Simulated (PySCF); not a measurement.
# TDDFT excited states: C7H6F2O

Compound: C7H6F2O.
Numbering: `[OH:1][c:2]1[cH:3][cH:4][c:5]([CH:6]([F:7])[F:8])[cH:9][cH:10]1` (hydrogens: H11 on O1; H12 on C3; H13 on C4; H14 on C6; H15 on C9; H16 on C10)

Method used: TDDFT wB97X-D/def2-SVPD, vertical, gas phase, core orbitals frozen in the response in PySCF. One conformer (not necessarily the lowest) at the PBE0-D3(BJ)/def2-SVP geometry, without solvent, vibrations or thermal averaging. Torsions of this conformer, `[OH:1][c:2]1[cH:3][cH:4][c:5]([CH:6]([F:7])[F:8])[cH:9][cH:10]1`: C4–C5–C6–F7 -51°, H–O1–C2–C3 0°.

| state | E (eV) | λ (nm) | f | main configurations (H = HOMO, L = LUMO) |
| --- | --- | --- | --- | --- |
| S1 | 5.19 | 239.0 | 0.020 | H→L (69%), H-1→L+1 (20%) |
| S2 | 5.88 | 210.7 | 0.104 | H→L+1 (69%), H-1→L (20%), H→L (9%) |
| S3 | 6.63 | 187.0 | 0.0002 | H→L+2 (91%) |
| S4 | 6.87 | 180.4 | 0.409 | H-1→L+1 (60%), H→L (17%), H-1→L (13%) |
| S5 | 6.98 | 177.6 | 0.686 | H-1→L (62%), H→L+1 (16%), H-1→L+1 (16%) |
| S6 | 7.42 | 167.2 | 0.0004 | H→L+3 (83%) |

The lowest singlet lies at 5.19 eV (239 nm, ultraviolet) and is weak; its leading configuration is HOMO→LUMO (69%). The most intense listed level is S5 at 6.98 eV (178 nm, f = 0.686), 1.80 eV above S1. Löwdin shares by element: HOMO carbon 50% or more, oxygen 18% (atoms not listed hold the other 32%); LUMO carbon 70% or more (atoms not listed hold the other 30%). Weighted by f, the mean energy of these states is 6.82 eV. Of the 6 states listed, 4 reach f = 0.01 and 2 stay under 0.0005. The listed states span 2.23 eV, and the widest gap between neighbours is 0.75 eV (S2 to S3). Only the lowest 6 singlets were computed, as vertical energies without vibronic structure.
